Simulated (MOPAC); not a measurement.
MOPAC input (AM1):

```
AM1 FORCE THERMO(298,298) PRECISE LET CHARGE=-1 GEO-OK AUX(PRECISION=9) THREADS=1
HCl2S2Si

S    -0.14335003 1    0.51124156 1    2.13028677 1
Si   -0.08524027 1    0.08690563 1    0.16469949 1
S     1.88908015 1   -1.02513653 1   -0.41732122 1
Cl   -0.13388136 1    1.68353764 1   -1.19225477 1
Cl   -1.57125212 1   -1.16615839 1   -0.61947728 1
H     2.40451898 1   -1.04125473 1    0.80491410 1
```

Output:

```
 *******************************************************************************
 **                                                                           **
 **                              MOPAC v23.2.5                                **
 **                                                                           **
 *******************************************************************************
 ** MOPAC's Digital Object Identifier: https://doi.org/10.5281/zenodo.6511958 **
 **                                                                           **
 ** Please cite the open-source release paper for use of this MOPAC version:  **
 ** J. E. Moussa and J. J. P. Stewart (2026)                                  **
 ** MOPAC: An open-source semiempirical molecular orbital program             **
 ** J. Open Source Softw., 11(119), 8025, https://doi.org/10.21105/joss.08025 **
 *******************************************************************************

                              AM1 CALCULATION RESULTS

 *******************************************************************************
 *  AM1        - The AM1 Hamiltonian to be used
 *  GEO-OK     - OVERRIDE INTERATOMIC DISTANCE AND OTHER SAFETY CHECKS
 *
 *
 *
 *                 CHARGE ON SYSTEM = -1
 *
 *
 *
 *  LET        - OVERRIDE SOME SAFETY CHECKS
 *  PRECISE    - TIGHTER CRITERIA TO BE USED
 *  FORCE      - FORCE CALCULATION SPECIFIED
 *  AUX        - OUTPUT AUXILIARY INFORMATION
 *  THERMO     - THERMODYNAMIC QUANTITIES TO BE CALCULATED
 *******************************************************************************
AM1 FORCE THERMO(298,298) PRECISE LET CHARGE=-1 GEO-OK AUX(PRECISION=9) THREADS=1
 HCl2S2Si

   ATOM   CHEMICAL          X               Y               Z
  NUMBER   SYMBOL      (ANGSTROMS)     (ANGSTROMS)     (ANGSTROMS)

     1       S         -0.14335003  *   0.51124156  *   2.13028677  *
     2      Si         -0.08524027  *   0.08690563  *   0.16469949  *
     3       S          1.88908015  *  -1.02513653  *  -0.41732122  *
     4      Cl         -0.13388136  *   1.68353764  *  -1.19225477  *
     5      Cl         -1.57125212  *  -1.16615839  *  -0.61947728  *
     6       H          2.40451898  *  -1.04125473  *   0.80491410  *

          CARTESIAN COORDINATES

    NO.       ATOM           X           Y           Z

     1         S         -0.1434      0.5112      2.1303
     2        Si         -0.0852      0.0869      0.1647
     3         S          1.8891     -1.0251     -0.4173
     4        Cl         -0.1339      1.6835     -1.1923
     5        Cl         -1.5713     -1.1662     -0.6195
     6         H          2.4045     -1.0413      0.8049

  H: (AM1): M.J.S. DEWAR ET AL, J. AM. CHEM. SOC. 107 3902-3909 (1985)
 Si: (AM1): M.J.S.DEWAR, C. JIE, ORGANOMETALLICS, 6, 1486-1490 (1987).
  S: (AM1): M.J.S. DEWAR, Y-C YUAN, INORGANIC CHEMISTRY, 29, 3881:3890,  (1990)
 Cl: (AM1): M.J.S. DEWAR AND E. G. ZOEBISCH, THEOCHEM, 180, 1 (1988).

[...]
 TRAVEL (Ang.)       0.1541         Si2 -- Cl5         +25.0% ( 49.3%)     97.0%
 REDUCED MASS        9.0638         S 3 -- H 6         +11.3% ( 33.2%)      1.5%
 EFFECTIVE MASS     33.9175
 FORCE CONSTANT      0.5246

 VIBRATION          8    4A"         ATOM PAIR     ENERGY CONTRIBUTION    RADIAL
 FREQUENCY           380.14         Si2 -- Cl4         +30.1% ( 86.0%)     78.0%
 TRANSITION DIPOLE   5.6930         Si2 -- Cl5         +30.1% ( 86.0%)     77.9%
 TRAVEL (Ang.)       0.1101         S 1 -- Si2         +20.0% ( 70.0%)      0.0%
 REDUCED MASS       14.6206         Si2 -- S 3         +19.8% ( 69.7%)      0.0%
 EFFECTIVE MASS     29.9973
 FORCE CONSTANT      1.2448

 VIBRATION          9    5A'         ATOM PAIR     ENERGY CONTRIBUTION    RADIAL
 FREQUENCY           423.85         S 1 -- Si2         +32.7% ( 89.8%)     90.7%
 TRANSITION DIPOLE   4.8100         Si2 -- Cl5         +22.7% ( 74.7%)     57.0%
 TRAVEL (Ang.)       0.1116         Si2 -- Cl4         +22.7% ( 74.7%)     57.0%
 REDUCED MASS       12.7686         Si2 -- S 3         +19.2% ( 68.8%)      8.0%
 EFFECTIVE MASS     29.7022
 FORCE CONSTANT      1.3515

 VIBRATION         10    6A'         ATOM PAIR     ENERGY CONTRIBUTION    RADIAL
 FREQUENCY           455.14         Si2 -- S 3         +39.1% ( 97.7%)     99.8%
 TRANSITION DIPOLE   4.3980         S 1 -- Si2         +19.3% ( 68.7%)     33.1%
 TRAVEL (Ang.)       0.1012         Si2 -- Cl4         +17.5% ( 65.4%)      3.3%
 REDUCED MASS       14.4682         Si2 -- Cl5         +17.5% ( 65.4%)      3.4%
 EFFECTIVE MASS     29.3072
 FORCE CONSTANT      1.7659

 VIBRATION         11    7A'         ATOM PAIR     ENERGY CONTRIBUTION    RADIAL
 FREQUENCY           648.80         S 3 -- H 6         +92.8% ( 96.6%)      1.2%
 TRANSITION DIPOLE   0.4330         Si2 -- S 3          +3.4% ( 18.4%)     28.0%
 TRAVEL (Ang.)       0.3277         S 1 -- Si2          +1.3% ( 11.6%)     91.3%
 REDUCED MASS        0.9679         Si2 -- Cl4          +1.2% ( 11.2%)     27.4%
 EFFECTIVE MASS      2.6061
 FORCE CONSTANT      0.2401

 VIBRATION         12    8A'         ATOM PAIR     ENERGY CONTRIBUTION    RADIAL
 FREQUENCY          2060.63         S 3 -- H 6         +99.9% (100.0%)    100.0%
 TRANSITION DIPOLE   0.7103         Si2 -- S 3          +0.1% (  3.2%)      0.5%
 TRAVEL (Ang.)       0.1830
 REDUCED MASS        0.9771
 EFFECTIVE MASS      1.3145
 FORCE CONSTANT      2.4446

      SYMMETRY NUMBER FOR POINT-GROUP Cs  =  1

          SYSTEM IS A GROUND STATE

 HCl2S2Si

          MOLECULE IS NOT LINEAR

          THERE ARE 12 GENUINE VIBRATIONS IN THIS SYSTEM
          THIS THERMODYNAMICS CALCULATION IS LIMITED TO
          MOLECULES WHICH HAVE NO INTERNAL ROTATIONS

                    CALCULATED THERMODYNAMIC PROPERTIES
                                          *
   TEMP. (K)   PARTITION FUNCTION   H.O.F.    ENTHALPY  HEAT CAPACITY ENTROPY
                                   KCAL/MOL   CAL/MOLE    CAL/K/MOL  CAL/K/MOL

 298.00  VIB.     0.1419D+03                  3331.8136    18.2731    21.0276
         ROT.     0.6371D+06                   888.2803     2.9808    29.5391
         INT.     0.9041D+08                  4220.0939    21.2539    50.5667
         TRA.     0.2033D+28                  1480.4672     4.9680    41.1925
         TOT.                     -148.835    5700.5611    26.2219    91.7593

   *: NOTE: HEATS OF FORMATION ARE RELATIVE TO THE
            ELEMENTS IN THEIR STANDARD STATE AT 298K
              (=  Standard Enthalpy of Formation).

            Hvib:  Zero-point energy is not included.
                   frequencies of less than zero cm-1 are not included.
            Hrot = (3/2)RT
            Htra = (3/2)RT + pV = (5/2)RT

            Heat capacity is Cp, not Cv

          For more information, see: HTTP://OpenMOPAC.net/Manual/thermochemistry.html

           FORCE CONSTANT IN CARTESIAN COORDINATES (Millidynes/A)

    ATOM   CHEMICAL       X               Y               Z
   NUMBER   SYMBOL  FORCE CONSTANT  FORCE CONSTANT  FORCE CONSTANT

      1       S        1.588937        0.176831        0.197805
      2      Si        2.258048        2.236573        1.691694
      3       S        2.546321        2.156110        0.118411
      4      Cl        0.433691        0.367810        0.972142
      5      Cl        0.434864        0.365851        0.972928
      6       H        1.932644        0.743588        0.014935

 **********************
 *                    *
 * JOB ENDED NORMALLY *
 *                    *
 **********************

 == MOPAC DONE ==
```

The dipole moment of an ion depends on the origin.
